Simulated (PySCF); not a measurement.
## Assigning NMR signals

Geometry:
| atom | x (Å) | y (Å) | z (Å) |
| --- | --- | --- | --- |
| C1 | 1.621 | -1.260 | 0.526 |
| C2 | 1.189 | 0.201 | 0.636 |
| C3 | 2.366 | 1.139 | 0.365 |
| C4 | 0.086 | 0.495 | -0.357 |
| C5 | -0.989 | 1.474 | -0.083 |
| C6 | -1.347 | 0.002 | -0.144 |
| Si7 | -2.257 | -0.783 | -1.613 |
| C8 | -1.703 | -0.703 | 1.068 |
| O9 | -2.247 | -1.759 | 1.141 |
| F10 | -1.415 | -0.045 | 2.239 |
| H11 | 1.974 | -1.478 | -0.480 |
| H12 | 2.425 | -1.470 | 1.227 |
| H13 | 0.789 | -1.925 | 0.751 |
| H14 | 0.830 | 0.389 | 1.651 |
| H15 | 2.049 | 2.177 | 0.430 |
| H16 | 2.773 | 0.963 | -0.629 |
| H17 | 3.156 | 0.973 | 1.093 |
| H18 | 0.421 | 0.415 | -1.386 |
| H19 | -1.352 | 2.100 | -0.885 |
| H20 | -1.012 | 1.947 | 0.889 |
| H21 | -1.710 | -2.115 | -1.843 |
| H22 | -3.687 | -0.798 | -1.327 |
| H23 | -1.966 | 0.091 | -2.754 |

PySCF calculation with σ from GIAO-PBE0/pcSseg-1 and geometry from GFN2-xTB; relativity neglected, no solvent model, a single conformation, averaged over atoms made equivalent by symmetry, fast rotation or ring inversion.

Referencing at the same level of theory: ¹³C, ¹H vs TMS.

Question: Assign these signals to the numbered atoms. ¹³C{¹H} NMR (computed): δ 176.6, 41.0, 33.3, 24.5, 24.4, 23.3, 13.6.

Answer: 
176.6 → C8, carbonyl carbon
41.0 → C4, three-membered-ring carbon: a saturated carbon with 3 carbon neighbours and no heteroatom attached
33.3 → C2, sp3 CH: a saturated carbon with 3 carbon neighbours and no heteroatom attached
24.5 → C3, methyl carbon: saturated and bonded to C and H only
24.4 → C1, methyl carbon
23.3 → C5, three-membered-ring carbon: carbons of three-membered rings are unusually shielded
13.6 → C6, three-membered-ring carbon

C3 and C1; C1 and C5 lie closer than the usual error of such a calculation, so a measured spectrum could show them in the other order.

Question: Assign these signals to the numbered atoms. ¹H NMR (400 MHz, computed): δ 4.02 (s, 3H), 1.59 (m, 1H), 1.58 (m, 1H), 1.16 (m, 1H), 1.14 (d, 3H), 1.12 (m, 1H), 1.06 (d, 3H).

Answer: 
| δ (ppm) | atoms | environment | reason |
| --- | --- | --- | --- |
| 4.02 | H21/H22/H23 | hydrogen on a silicon bonded to C | – |
| 1.59 | H14 | hydrogen on an sp3 CH | far from electronegative atoms and π systems |
| 1.58 | H20 | hydrogen on a three-membered-ring carbon | cyclopropane-type protons are shielded by the ring |
| 1.16 | H19 | hydrogen on a three-membered-ring carbon | – |
| 1.14 | H15/H16/H17 | hydrogen on a methyl carbon | far from electronegative atoms and π systems |
| 1.12 | H18 | hydrogen on a three-membered-ring carbon | cyclopropane-type protons are shielded by the ring |
| 1.06 | H11/H12/H13 | hydrogen on a methyl carbon | far from electronegative atoms and π systems |

H14 and H20; H19 and H15/H16/H17; H15/H16/H17 and H18; H18 and H11/H12/H13 lie closer than the usual error of such a calculation, so a measured spectrum could show them in the other order.

Splittings by ¹⁹F in the carbon and heteronuclear signals aren't shown, as no couplings were computed. Shifts are as computed. Against solution values, carbons near 30 ppm lie about +3 ppm off and those near 130 ppm about +5 ppm. Of 1211 compounds with measured shifts, 218 miss one by over three times the rms of a fit or turn the order of signals round; such compounds aren't used in these exercises. Multiplicities follow the n + 1 count of equivalent neighbours, as no J values were calculated; m marks all less simple cases, F and P coupling included.
